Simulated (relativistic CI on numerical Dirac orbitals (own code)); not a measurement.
Co⁵⁺: L-alpha,beta X-ray emission

Computed with this model: Dirac-Coulomb-Breit CI, separate exchange-only KLI orbitals for each configuration, model QED (radiative potential, 1s self-energy scaled to tabulated hydrogen-like ionisation energies), valence Slater integrals scaled by 0.9, multiplet model of X-ray emission after core ionisation; configurations [Ar] 3d4 → [He] 2s2 2p5 3s2 3p6 3d4 → [Ar] 3d3; 80 K; Lorentzian 0.6 eV and Gaussian 0.5 eV FWHM. Energies are those of the free ion, without screening or charge transfer. S is read from ⟨S²⟩ = S(S + 1).

Field parameters in Wybourne normalisation: Oh B⁴₀ = 21Dq, B⁴₄ = √(5/14) B⁴₀. The field is a parameter set, without covalency.

free ion: ground-state S = 2.00, centroid 802.16 eV. Peaks (eV, height): 786.0 (12), 788.7 (10), 793.2 (10), 796.1 (26), 797.9 (33), 800.3 (7), 802.3 (27), 803.3 (29), 805.9 (100), 808.9 (10), 810.7 (25).

Oh, 10Dq = 5900 cm⁻¹: ground-state S = 2.00, centroid 801.54 eV. Peaks (eV, height): 785.9 (6), 788.5 (6), 791.0 (12), 794.9 (24), 796.0 (33), 797.7 (26), 803.0 (35), 805.7 (100).

Oh, 10Dq = 16200 cm⁻¹: ground-state S = 2.00, centroid 800.84 eV. Peaks (eV, height): 786.3 (8), 788.3 (10), 789.6 (15), 794.6 (42), 796.3 (41), 798.1 (62), 799.2 (51), 801.2 (56), 803.5 (51), 804.7 (100), 805.8 (79), 810.8 (14).

Oh, 10Dq = 26550 cm⁻¹: ground-state S = 1.97, centroid 800.71 eV. Peaks (eV, height): 789.1 (18), 790.9 (19), 794.0 (53), 797.3 (83), 799.7 (66), 801.3 (57), 802.7 (53), 804.2 (100), 805.9 (85), 809.3 (84), 813.1 (9).

Oh, 10Dq = 36900 cm⁻¹: ground-state S = 1.05, centroid 801.07 eV. Peaks (eV, height): 785.4 (6), 787.1 (16), 788.7 (16), 790.2 (19), 792.2 (31), 794.6 (20), 796.6 (30), 799.3 (32), 800.9 (30), 802.4 (38), 803.6 (51), 805.3 (99), 808.8 (100).

Strongest unbroadened transitions for Oh, 10Dq = 26550 cm⁻¹:

```tsv
Energy (eV)	Relative strength
794.11	16.8
796.98	21.3
797.56	28.9
799.55	36.5
801.23	30.4
803.93	28.4
804.07	26.2
804.24	43.6
804.31	20.6
805.66	17.9
805.93	18.8
806.00	42.7
806.19	16.1
806.28	23.3
807.53	17.7
808.34	17.5
809.21	100.0
809.50	59.7
```
